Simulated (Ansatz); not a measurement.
Start from `C=CCS` and change one atom or group to get `C=CCS[SiH3]`.

Ansatz, PBE0-D4/def2-TZVP geometries, multiplicity 1. Each molecule was computed in one conformer, which needn't be the lowest.

| property | `C=CCS` |
| --- | --- |
| HOMO energy (PBE0/def2-TZVPP) / eV | -6.83 |
| LUMO energy (B3LYP/def2-TZVPP) / eV | -0.37 |
| zero-point energy (PBE0-D4/def2-TZVP) / kJ/mol | 209.7 |
| size of the dipole moment (ωB97M-V/def2-TZVPP) / D | 1.38 |
| HOMO–LUMO gap (PBE0/def2-TZVPP) / eV | 6.70 |
| size of the dipole moment (B3LYP/def2-TZVPP) / D | 1.38 |

What does the change do to each property? (Estimate.)

Computed: 
| property | `C=CCS[SiH3]` | shift |
| --- | --- | --- |
| HOMO energy (PBE0/def2-TZVPP) / eV | -6.98 | -0.15 |
| LUMO energy (B3LYP/def2-TZVPP) / eV | -0.52 | -0.15 |
| zero-point energy (PBE0-D4/def2-TZVP) / kJ/mol | 256.8 | 47.1 |
| size of the dipole moment (ωB97M-V/def2-TZVPP) / D | 1.44 | 0.06 |
| HOMO–LUMO gap (PBE0/def2-TZVPP) / eV | 6.68 | -0.02 |
| size of the dipole moment (B3LYP/def2-TZVPP) / D | 1.42 | 0.04 |

The zero-point energy changes by 47.1 kJ/mol with +9 modes. Dipoles are sizes alone; their direction can turn.

B3LYP here is the variant with VWN-RPA as its local correlation; programs differ in this.
